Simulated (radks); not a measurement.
Results of a calculation; reference values are marked as such.
Species: Kr III. Configuration: [Ar] 3d10 4s2 4p4 (the NIST ground configuration). Code: a radial shooting solver on a logarithmic mesh with Libxc functionals. Model: scalar-relativistic Kohn-Sham, Slater X-alpha with alpha = 0.791, spin-polarised, spherical densities, finite nucleus; open shells are filled with parallel spins first; Fermi nuclear charge, rms radius 4.1884 fm.

Unscreened Slater integrals over Kohn-Sham orbitals (cm^-1). They are taken over the spin-up orbitals.

integral    value
F0(4p,4p)  116130
F2(4p,4p)   61288
F0(4p,4s)  123670
G1(4p,4s)   83123
F0(4p,3d)  150580
F2(4p,3d)   32492
G1(4p,3d)   10881
G3(4p,3d)   10141
F0(4s,4s)  133160
F0(4s,3d)  169550
G2(4s,3d)   14566
F0(3d,3d)  365560
F2(3d,3d)  175850
F4(3d,3d)  110800

Derived for the open shells (J is the average intra-shell exchange parameter used in DFT+U). 4p: J = F2/5 = 12260 cm^-1; in LS coupling 1D lies 6 F2/25 = 14710 cm^-1 above 3P.
